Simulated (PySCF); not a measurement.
C3H12NSi2 (doublet state).
Z-matrix (Å and degrees, GFN2-xTB geometry), rows numbered from 1:
```
C 
C   1  1.4886
C   2  1.4884  1  117.66
N   2  1.3861  1  121.21  3   179.77
Si  4  1.7513  2  119.69  1  -152.17
Si  4  1.7510  2  119.51  1    28.39
H   1  1.0919  2  109.83  3   -35.71
H   1  1.0876  2  111.24  3  -155.94
H   1  1.0974  2  112.33  3    83.33
H   3  1.0918  2  109.89  1   -36.43
H   3  1.0876  2  111.23  1  -156.78
H   3  1.0973  2  112.22  1    82.57
H   5  1.4593  4  107.22  2   157.50
H   5  1.4613  4  107.98  2    37.51
H   5  1.4717  4  110.39  2   -83.33
H   6  1.4592  4  107.08  2   158.42
H   6  1.4713  4  110.38  2   -82.56
H   6  1.4615  4  107.96  2    38.24
```

The hyperfine couplings belong to this conformer and change with its torsions.

The species is `C[C](C)N([SiH3])[SiH3]` [radical].

Computed with UKS B3LYP, pcH-1 on C H N Si, non-relativistic, mean-field spin-orbit, GIAO in PySCF 2.14.0. Geometry: GFN2-xTB; no solvent, vibrations or thermal averaging. The geometry wasn't refined by DFT: couplings that depend on bond lengths, twists or pyramidal angles can differ widely from those at the functional's own minimum. The frame is twisted about the C2–N4 bond at this geometry (dihedral C3–C2–N4–Si5 = 28°); couplings at other torsion angles weren't computed. No stability test was run, so a lower SCF solution isn't excluded.

Task: Give the principal g shifts and their parts.

Result: 
```csv
Δg (ppm),1,2,3
relativistic mass correction,-157,-157,-157
gauge correction,-6,34,28
orbital Zeeman/spin–orbit,307,597,835
total,144,474,707
```

So g = 2.00246, 2.00279, 2.00303 and g_iso = 2.00276; the tensor is rhombic: the two nearest values differ by 41 % of g3 − g1. Axes: g2 points within 2° of the C2–N4 bond.

Task: What effective moment and Curie constant follow for a powder?

Result: With the mean of g² = 4.0111 and S(S+1) = 0.75: μ_eff = √(⟨g²⟩S(S+1)) = 1.734 μB and χT = 0.12505·⟨g²⟩·S(S+1) = 0.376 cm³ K/mol (cgs; spin-Hamiltonian part alone).

Task: At 34.141 GHz, how far is the centre of the isotropic spectrum from where a free electron (g = 2.002319) resonates?

Result: B = hν/(g μB) with μB/h = 13.99624 MHz/mT gives 1218.24 mT for the free electron and 1217.97 mT at g_iso, 0.27 mT lower.

Task: In a frozen sample, at which fields do the three g values resonate at 9.5, 34, 94 and 263 GHz (hyperfine left aside), and which band first spreads them over more than twice a line width of 1.0 mT?

Result: 
```tsv
band	GHz	B(g3) mT	B(g2) mT	B(g1) mT	spread mT
X	9.5	338.86	338.90	338.96	0.10
Q	34.0	1212.78	1212.92	1213.12	0.34
W	94.0	3352.97	3353.36	3353.91	0.94
J	263.0	9381.18	9382.27	9383.82	2.64
```

The spread grows in proportion to the frequency. J band is the first where it exceeds 2.0 mT.

The Mulliken spin populations are largest on C2 (+0.86), C3 (-0.08) and C1 (-0.08). No atom but C2 exceeds +0.15. The positive populations add up to 1.15 and the negative ones to -0.15, together 2S = 1. The angles at C2 add up to 360.0°, so it is planar.

The HOMO–LUMO gaps are 3.75 eV among the α and 7.02 eV among the β orbitals.
